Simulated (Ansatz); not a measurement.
GeCl₂I₂, SMILES [I][Ge]([I])([Cl])[Cl].

Geometry optimised at PBE-D3(BJ)/def2-SVP. The def2 effective core potentials stand for the cores of I; spin–orbit coupling is left out.

Two levels are set side by side: PBE/def2-SVPD (Ansatz, a quantum-chemistry and plane-wave program) and PBE0/def2-SVPD (Ansatz). Energy differences of separate SCF runs at the same geometry; the states with an electron removed or added have multiplicity 2 and 2. Differences are taken from unrounded values.

```
quantity                           PBE0
---------------------------------  ----
vertical ionisation energy (eV)    9.89
vertical electron affinity (eV)    1.90
vertical singlet–triplet gap (eV)  3.28
```

Q: What does PBE give, and how far is it from PBE0? (Estimate from the structure and the level; the computed values follow.)

A: 
```
quantity                            PBE  PBE minus PBE0
---------------------------------  ----  --------------
vertical ionisation energy (eV)    9.48           -0.41
vertical electron affinity (eV)    1.94            0.05
vertical singlet–triplet gap (eV)  2.91           -0.38
```
